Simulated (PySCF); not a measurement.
Computed shifts of a molecule C4H8Si, PySCF with PBE0/pcSseg-1, GIAO, gas phase, atoms alike by connectivity averaged where their shifts nearly agree, in ppm (number of nuclei): ¹³C: 226.9 (1), 89.4 (1), 74.1 (1), 22.1 (1). ²⁹Si: -60.3 (1). ¹H: 4.94 (2), 4.49 (3), 2.12 (3). References: ¹³C against TMS (σ = 186.3 ppm); ²⁹Si against TMS (σ = 352.7 ppm); ¹H against TMS (σ = 31.56 ppm), references at their B3LYP-D3(BJ)/def2-TZVP geometries, non-relativistic. Coordinates come from a B3LYP-D3(BJ)/def2-SVP optimisation. One conformer was computed; it need not be the lowest.

Which molecule gave these data?
A. C=CC(=C)[SiH3]
B. [SiH3]C1=CCC1
C. C=C=CC[SiH3]
D. C=C=C(C)[SiH3]

D, C=C=C(C)[SiH3]
